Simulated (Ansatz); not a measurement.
C5H13Al, singlet, at a GFN2-xTB geometry (such geometries of metal compounds can be far from the true shape), with bond 16-13 at 1.4 times its length; SC-NEVPT2/STO-3G, CASSCF(2,2) in Ansatz (a program for electronic structure).

Input for Ansatz:
Ansatz 0.2 input:
```yaml
crystal:
  periodic: [false, false, false]
  atoms:
    - {symbol: Al, position_ang: [-0.11046709, 0.11090297, 0.42810759]}
    - {symbol: C, position_ang: [-0.07821884, -0.25846296, 2.38593479]}
    - {symbol: H, position_ang: [-0.30803622, -1.30158491, 2.62775593]}
    - {symbol: H, position_ang: [-0.80941627, 0.35818547, 2.92054032]}
    - {symbol: H, position_ang: [0.89646505, -0.05112686, 2.84050500]}
    - {symbol: C, position_ang: [1.06247874, -0.92034195, -0.84270582]}
    - {symbol: C, position_ang: [1.73984561, -2.11924760, -0.15981842]}
    - {symbol: H, position_ang: [1.84601588, -0.27714790, -1.27036369]}
    - {symbol: H, position_ang: [0.49764921, -1.28301695, -1.71369321]}
    - {symbol: H, position_ang: [0.99440722, -2.83053941, 0.19436815]}
    - {symbol: H, position_ang: [2.32104795, -1.79302494, 0.70228611]}
    - {symbol: H, position_ang: [2.41085661, -2.64296622, -0.84221754]}
    - {symbol: C, position_ang: [-1.31373009, 1.54889174, -0.30051343]}
    - {symbol: C, position_ang: [-1.27986757, 1.65424105, -1.83349492]}
    - {symbol: H, position_ang: [-1.03806344, 2.52592749, 0.12419126]}
    - {symbol: H, position_ang: [-2.77059675, 1.33205228, 0.14910560]}
    - {symbol: H, position_ang: [-1.63566915, 0.73081987, -2.28892345]}
    - {symbol: H, position_ang: [-0.26236010, 1.82566120, -2.18405376]}
    - {symbol: H, position_ang: [-1.90552274, 2.47258619, -2.19285009]}
basis:
  gaussian:
    orbitals: STO-3G
magnetization: {spin_polarized: false}
correlation: {method: sc_nevpt2, electrons: all, active_space: {window: {electrons: 2, orbitals: 2}}}
```

What the program printed (banner, timings and long lists left out):

```
Functional definition: HF
629 factors; integrals over basis functions are off by at most 7.0e-5 eV
mean field evaluation 1: about -11796.6764 eV, gradient 1.8e1 eV
mean field evaluation 2: about -11796.9326 eV, gradient 1.8e1 eV
mean field evaluation 4: about -11798.3905 eV, gradient 1.1e0 eV
mean field evaluation 8: about -11798.3937 eV, gradient 2.2e-4 eV
mean field -11798.39372410 eV, -433.5829721221 hartree, gradient 2.6e-6 eV, S^2 0.000000; 0 other end points of the search recorded, 0 dependent functions left out
reference -11798.39372410 eV, -433.5829721221 hartree; 28, 28 occupied and 19, 19 virtual orbitals, 629 factors
state -11799.48767295 eV, -433.6231740011 hartree
state -11799.48767295 eV, -433.6231740011 hartree; corrected -11807.38158844 eV, -433.9132700445 hartree
Total energy: -11807.38158844 eV, -433.9132700445 hartree
```
